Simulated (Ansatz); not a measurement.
One change: `FN(F)F` becomes `[F][Sb]([F])[F]`.

Ansatz, PBE0-D4/def2-TZVP geometries, multiplicity 1. 

Elements past krypton have def2 core potentials.

| property | `FN(F)F` |
| --- | --- |
| HOMO energy (ωB97M-V/def2-TZVPP) / eV | -12.70 |
| ideal-gas entropy at 298 K and 1 bar (rigid rotor, harmonic PBE0-D4/def2-TZVP) / J/(mol·K) | 260 |
| size of the dipole moment (PBE/def2-TZVPP) / D | 0.04 |
| size of the dipole moment (ωB97M-V/def2-TZVPP) / D | 0.15 |
| HOMO energy (PBE/def2-TZVPP) / eV | -8.29 |
| HOMO–LUMO gap (ωB97M-V/def2-TZVPP) / eV | 16.08 |

Task: Give the same properties after the change, and the shifts. (Best estimate.)

Result: Computed: 
```
                                                                                  property  `[F][Sb]([F])[F]`  shift
                                                     HOMO energy (ωB97M-V/def2-TZVPP) / eV             -11.98   0.72
ideal-gas entropy at 298 K and 1 bar (rigid rotor, harmonic PBE0-D4/def2-TZVP) / J/(mol·K)                303     43
                                            size of the dipole moment (PBE/def2-TZVPP) / D               3.54   3.50
                                        size of the dipole moment (ωB97M-V/def2-TZVPP) / D               3.81   3.66
                                                         HOMO energy (PBE/def2-TZVPP) / eV              -8.36  -0.07
                                                   HOMO–LUMO gap (ωB97M-V/def2-TZVPP) / eV              12.19  -3.89
```

With PBE0 the HOMO rises by 0.44 eV and the LUMO falls by 2.46 eV, so the gap narrows by about 2.90 eV. PBE moves the HOMO by -0.07 eV and ωB97M-V by 0.72 eV. Dipoles are sizes alone; their direction can turn.

Spin–orbit coupling is left out; it splits and shifts lone-pair levels of the heavy atoms by tenths of an eV.
